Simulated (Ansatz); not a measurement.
`[F][Zn][Cl]` + HBr → `[F][Zn][Br]` + HCl  (ligand exchange at a Zn–Cl bond)

Gas-phase electronic energies from Ansatz, PBE0-D4/def2-TZVP geometries. CCSD(T)/CBS is the MP2 limit (def2-TZVPP, def2-QZVPP) plus CCSD(T) − MP2 in def2-TZVPP, frozen cores. This one scheme is used for every species. For Br, Zn outer-core shells are correlated without core-valence functions, which leaves a few kJ/mol of doubt a bond. Scalar relativity is left out up to krypton.

| species | CCSD(T)/CBS(def2) energy (Eh) |
| --- | --- |
| `[F][Zn][Cl]` | -2338.03728 |
| HBr | -2573.91920 |
| `[F][Zn][Br]` | -4451.58211 |
| HCl | -460.38127 |

Question: Work out ΔE.

Answer: ΔE = (-4451.58211) + (-460.38127) − (-2338.03728) − (-2573.91920) = -0.00690 Eh = -18.1 kJ/mol.

Question: What do rigid-rotor, harmonic-oscillator terms from PBE0-D4/def2-TZVP frequencies (298.15 K, 1 bar) make of the CCSD(T)/CBS value? (Best estimate.)

Answer: Computed: ΔZPE = +1.1 kJ/mol, ΔH = -16.6 kJ/mol, ΔS = 0 J/(mol·K), ΔG = -16.5 kJ/mol.

Largest T1 diagnostic among the species: 0.016.

From BLYP to BHLYP (50 % exact exchange), in def2-TZVPP and without D4, ΔE moves by −3.6 kJ/mol. At CCSD(T), def2-SVP lies −3.7 kJ/mol from the extrapolated value and def2-TZVPP +2.0 kJ/mol.
